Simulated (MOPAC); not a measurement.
A run for MOPAC: AM1 on GaH3 (SMILES [GaH3]), a point of a bond scan (R = 1.570 Å).

```
AM1 1SCF PRECISE CHARGE=0 THREADS=1
GaH3

Ga    -0.00000000 1     0.00000000 1    -0.00000000 1
H      1.56592701 1    -0.10900138 1    -0.02050449 1
H     -0.87742328 1    -1.30173746 1     0.00609279 1
H     -0.68850373 1     1.41073884 1     0.01441170 1
```

Program output:

```
*******************************************************************************
 **                                                                           **
 **                              MOPAC v23.2.5                                **
 **                                                                           **
 *******************************************************************************
 ** MOPAC's Digital Object Identifier: https://doi.org/10.5281/zenodo.6511958 **
 **                                                                           **
 ** Please cite the open-source release paper for use of this MOPAC version:  **
 ** J. E. Moussa and J. J. P. Stewart (2026)                                  **
 ** MOPAC: An open-source semiempirical molecular orbital program             **
 ** J. Open Source Softw., 11(119), 8025, https://doi.org/10.21105/joss.08025 **
 *******************************************************************************

                              AM1 CALCULATION RESULTS

 *******************************************************************************
 *  AM1        - The AM1 Hamiltonian to be used
 *
 *
 *
 *                 CHARGE ON SYSTEM = 0
 *
 *
 *
 *  PRECISE    - TIGHTER CRITERIA TO BE USED
 *  1SCF       - DO 1 SCF AND THEN STOP
 *  THREADS=1  - MULTI-THREADING NOT USED
 *  T=         - A TIME OF 172800.0 SECONDS REQUESTED
 *  DUMP=N     - RESTART FILE WRITTEN EVERY 7200.0 SECONDS REQUESTED
 *******************************************************************************
AM1 1SCF PRECISE CHARGE=0 THREADS=1
 GaH3

   ATOM   CHEMICAL          X               Y               Z
  NUMBER   SYMBOL      (ANGSTROMS)     (ANGSTROMS)     (ANGSTROMS)

     1      Ga         -0.00000000  *   0.00000000  *  -0.00000000  *
     2       H          1.56592701  *  -0.10900138  *  -0.02050449  *
     3       H         -0.87742328  *  -1.30173746  *   0.00609279  *
     4       H         -0.68850373  *   1.41073884  *   0.01441170  *



          CARTESIAN COORDINATES

    NO.       ATOM           X           Y           Z

     1        Ga         -0.0000      0.0000     -0.0000
     2         H          1.5659     -0.1090     -0.0205
     3         H         -0.8774     -1.3017      0.0061
     4         H         -0.6885      1.4107      0.0144

  H: (AM1): M.J.S. DEWAR ET AL, J. AM. CHEM. SOC. 107 3902-3909 (1985)
 Ga: (AM1): J. J. P. STEWART, J. MOL. MOD., 10, 155-164 (2004)

           Empirical Formula: H3 Ga  =     4 atoms



      MOLECULAR POINT GROUP   :   D3h


      RHF CALCULATION, NO. OF DOUBLY OCCUPIED LEVELS = 3


 -------------------------------------------------------------------------------
 AM1 1SCF PRECISE CHARGE=0 THREADS=1
 GaH3



     1SCF WAS SPECIFIED, SO BFGS WAS NOT USED
     SCF FIELD WAS ACHIEVED


                              AM1 CALCULATION
                                                       MOPAC v23.2.5 Linux




          FINAL HEAT OF FORMATION =         51.29574 KCAL/MOL =     214.62138 KJ/MOL


          COSMO AREA              =         67.46 SQUARE ANGSTROMS
          COSMO VOLUME            =         49.91 CUBIC ANGSTROMS

          IONIZATION POTENTIAL    =         10.174660 EV
          HOMO LUMO ENERGIES (EV) =        -10.175 -1.146
          NO. OF FILLED LEVELS    =          3
          MOLECULAR WEIGHT        =         72.7587         POINT GROUP:  D3h

          MOLECULAR DIMENSIONS (Angstroms)

            Atom       Atom       Distance
            H     4    H     3     2.71906
            H     3    H     2     2.35478
            H     2   Ga     1     0.00000


          SCF CALCULATIONS        =          1





   ATOM   CHEMICAL          X               Y               Z
  NUMBER   SYMBOL      (ANGSTROMS)     (ANGSTROMS)     (ANGSTROMS)

     1      Ga         -0.00000000  *   0.00000000  *  -0.00000000  *
     2       H          1.56592701  *  -0.10900138  *  -0.02050449  *
     3       H         -0.87742328  *  -1.30173746  *   0.00609279  *
     4       H         -0.68850373  *   1.41073884  *   0.01441170  *

                             CARTESIAN COORDINATES

   1   Ga       -0.000000000     0.000000000    -0.000000000
   2    H        1.565927010    -0.109001380    -0.020504490
   3    H       -0.877423280    -1.301737460     0.006092790
   4    H       -0.688503730     1.410738840     0.014411700


           Empirical Formula: H3 Ga  =     4 atoms



      MOLECULAR POINT GROUP   :   D3h


                  EIGENVALUES
 -13.34496 -13.34496 -10.17466  -1.14576   0.82276   0.82276   0.95632


              NET ATOMIC CHARGES AND DIPOLE CONTRIBUTIONS

  ATOM NO.   TYPE          CHARGE      No. of ELECS.   s-Pop       p-Pop
    1         Ga           0.258421        2.7416     0.43732     2.30426
    2          H          -0.086140        1.0861     1.08614
    3          H          -0.086140        1.0861     1.08614
    4          H          -0.086140        1.0861     1.08614
 DIPOLE           X         Y         Z       TOTAL
 POINT-CHG.    -0.000     0.000     0.000     0.000
 HYBRID         0.000    -0.000    -0.000     0.000
 SUM           -0.000     0.000     0.000     0.000


          ATOMIC ORBITAL ELECTRON POPULATIONS

     Atom    s        px        py        pz
    1 Ga   0.43732   1.15194   1.15211   0.00021
    2  H   1.08614
    3  H   1.08614
    4  H   1.08614

 **********************
 *                    *
 * JOB ENDED NORMALLY *
 *                    *
 **********************




 == MOPAC DONE ==
```

The run finished.

Cost: around 0.020 core-seconds (rough).
